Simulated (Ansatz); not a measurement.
## Which is lower?

The two ends of one reaction step of SiH$_{5}$ClOF$_{2}$, singlet (PBE0-D4/def2-TZVP).

A:

```
10
angstrom
Si -0.5318 1.0888 0.1561
F -1.3163 -1.5770 0.0310
H -1.4066 0.9197 -1.0120
H -1.1119 0.7176 1.4539
Cl -0.0237 3.0837 0.2596
H 1.1758 -1.2165 -0.2499
O 0.9315 0.3103 -0.0840
H -0.5115 -2.0485 -0.1108
F 1.1007 -2.1723 -0.3248
H 1.6937 0.8941 -0.1190
```

B:

Si1  (-0.764, 0.687, 0.201)
F2  (-1.087, -1.004, 0.239)
H3  (-1.456, 0.861, -1.086)
H4  (-1.339, 0.901, 1.536)
Cl5  (0.149, 2.688, 0.117)
H6  (1.201, -0.777, -0.195)
O7  (0.983, 0.135, 0.133)
H8  (-0.080, -2.047, -0.277)
F9  (0.805, -2.295, -0.552)
H10  (1.587, 0.850, -0.116)
(Å)

Program: Ansatz 0.2.0. Basis: def2-TZVPP. Cores are frozen in the correlated methods. B3LYP uses VWN-RPA correlation.

Question: Which structure is lower at CCSD(T), and by how much? (To be estimated.)

Answer: The calculation gives: A, by 4.95 kcal/mol (electronic energy, against the other). By their contacts, A is a complex of SiH₃ClO ([OH][SiH2][Cl]) + HF + HF and B is a complex of SiH₄ClOF ([OH2][SiH2]([F])[Cl]) + HF.

Question: Do the other methods give the same order? (Judge from chemistry; the calculation decides.)

Answer: Computed: Not all: SPW92 gives the other order.

```
      method  E(B) − E(A) (kcal/mol)
       SPW92                   -3.33
      PBE-D4                    2.93
     BLYP-D4                    4.90
   r2SCAN-D4                    2.29
      B97M-V                    2.76
     PBE0-D4                    3.21
    B3LYP-D4                    4.71
  r2SCAN0-D4                    2.67
    BHLYP-D4                    4.77
CAM-B3LYP-D4                    3.44
     wB97X-V                    3.66
     wB97M-V                    2.72
      B2PLYP                    4.88
    PBE-QIDH                    3.57
  RPA on PBE                    5.50
          HF                    9.36
         MP2                    4.81
        CCSD                    5.64
     CCSD(T)                    4.95
```

T1 diagnostic: at most 0.011.

Labels in which every atom is bracketed show which atoms are joined, not bond orders.

For scale, one of the runs: CCSD(T)/def2-TZVPP, 247 basis functions, launched by `ansatz run in.yaml --threads 8 --pin off --events-out ev --progress --plain --max-ram 19148MiB`. The run took 79 s on 8 CPU threads of a Oxide Virtual Turin-like (shared host), with 5.3 GiB of host memory at its peak.
